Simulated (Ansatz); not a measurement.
C$_{2}$H$_{8}$Ge$_{2}$ (SMILES [GeH3]/[CH]=[CH]/[GeH3]), singlet, geometry from GFN2-xTB, with bond 5-1 at 1.8 times its length; CASSCF(2,3)/STO-3G (Ansatz, a program for electronic structure).

Ansatz was given this input:
Ansatz 0.2 input:
```yaml
crystal:
  periodic: [false, false, false]
  atoms:
    - {symbol: Ge, position_ang: [2.36477101, 0.31251624, -0.02635343]}
    - {symbol: C, position_ang: [0.44426557, 0.36499372, -0.33245082]}
    - {symbol: C, position_ang: [-0.44400321, -0.36715252, 0.33041798]}
    - {symbol: Ge, position_ang: [-2.36480985, -0.31219666, 0.02665436]}
    - {symbol: H, position_ang: [2.96097462, -1.46661503, 1.89805047]}
    - {symbol: H, position_ang: [3.10127649, -0.06752844, -1.27072872]}
    - {symbol: H, position_ang: [2.88331000, 1.65212223, 0.38843601]}
    - {symbol: H, position_ang: [0.09286579, 1.04556785, -1.10074980]}
    - {symbol: H, position_ang: [-0.09257905, -1.04792726, 1.09852805]}
    - {symbol: H, position_ang: [-3.09646262, 0.10175076, 1.26310450]}
    - {symbol: H, position_ang: [-2.89150596, -1.65851582, -0.35460678]}
    - {symbol: H, position_ang: [-2.69323122, 0.65314695, -1.06417593]}
basis:
  gaussian:
    orbitals: STO-3G
hamiltonian:
  xc: hf
magnetization: {spin_polarized: false}
correlation: {active_space: {window: {electrons: 2, orbitals: 3}}}
```

Output, abridged:

```
Functional definition: HF
608 factors; integrals over basis functions are off by at most 3.3e-5 eV
mean field evaluation 1: about -113816.1457 eV, gradient 1.6e1 eV
mean field evaluation 2: about -113816.1991 eV, gradient 1.6e1 eV
mean field evaluation 4: about -113818.2484 eV, gradient 2.3e0 eV
mean field evaluation 8: about -113818.2716 eV, gradient 1.2e-2 eV
mean field -113818.27163728 eV, -4182.7443338748 hartree, gradient 1.0e-6 eV, S^2 0.000000; 0 other end points of the search recorded, 0 dependent functions left out
reference -113818.27163728 eV, -4182.7443338748 hartree; 42, 42 occupied and 12, 12 virtual orbitals, 608 factors
state -113820.78257228 eV, -4182.8366090340 hartree
Total energy: -113820.78257228 eV, -4182.8366090340 hartree
```
